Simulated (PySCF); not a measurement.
# Correlation energy of Sc (scandium, neutral)

[Ar] 3d1 4s2, 2D determinant. All numbers are calculated (PySCF 2.14, scalar relativity by spin-free X2C-1e, in cc-pVDZ-DK (6s5p3d1f, 43 functions)). Frozen: [Ar]; 3 electrons correlated.

MP2 pair energies summed by pair of shells (mhartree):

```
 pair  energy  share (%)
4s-4s  -19.75       74.7
3d-4s   -6.71       25.3
```

Total MP2 correlation energy: -26.46 mhartree.

Same-spin part -2.45 and opposite-spin part -24.01 mhartree; SCS-MP2 scales them by 1/3 and 6/5 to -29.63 mhartree.
